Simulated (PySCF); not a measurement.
Molecule: H2Al2Cl4, singlet. Atoms near the plane z = 0.6 Å, at the CAM-B3LYP/def2-SVP optimised geometry (x, y, z in Å): Al1 (0.6, -1.1, 0.0), Al2 (-0.6, 1.1, 0.0), H3 (0.0, 0.0, 1.2), Cl4 (-0.6, -2.9, 0.0), Cl5 (2.7, -1.1, 0.0), Cl7 (-2.7, 1.1, 0.0), Cl8 (0.6, 2.9, 0.0).

Calculation: CAM-B3LYP/def2-TZVP in PySCF 2.14.0. The values are rescaled to run from 0 to 1.

```
|                             |
|             .:::.           |
|            :=+++=:.         |
|           .=*###*+-.        |
|           :+#%%%%#+:        |
|      .    :*%%%%%%*=.       |
|    .---.  .+#%#*@%#=.       |
|   :=***=. .+#%%%%%#=.       |
|  .=*#%#*+..-#%%%%#*-.       |
|  :+#%@%%#=  .*##*+-.        |
|  -*%@%%%%+    --:.          |
|  -*%%#*%%+ :. .             |
|  :*%%%%%#=   =*-    .::.    |
|  :+#%%%#*:.-%@@#.  -+++-.   |
|  .-+###*-..%@@@%..-*###+-.  |
|   .-+++-  .#@@%-.:*#%%%#+:  |
|    .::.    -*=   =#%%%%%*:  |
|             . .: +%%*#%%*-  |
|          .:--    +%%%%@%*-  |
|        .-+*##*.  =#%%@%#+:  |
|       .-*#%%%%#-..+*#%#*=.  |
|       .=#%%%%%#+. .=***=:   |
|       .=#%@*#%#+.  .---.    |
|       .=*%%%%%%*:    .      |
|        :+#%%%%#+:           |
|        .-+*###*=.           |
|         .:=+++=:            |
|           .:::.             |
|                             |
```
Scale: ten equal steps from 0.000 (start of ' ') to 1.00 (end of '@'), in the order ' .:-=+*#%@'; x runs from -5.00 to 5.00, y from -5.00 (bottom) to 5.00 (top).

Q: Which quantity is mapped?
A) log10 of the electron density
B) electron localisation function
C) deformation density (molecule minus spherical neutral atoms)
D) electrostatic potential

A: B, electron localisation function
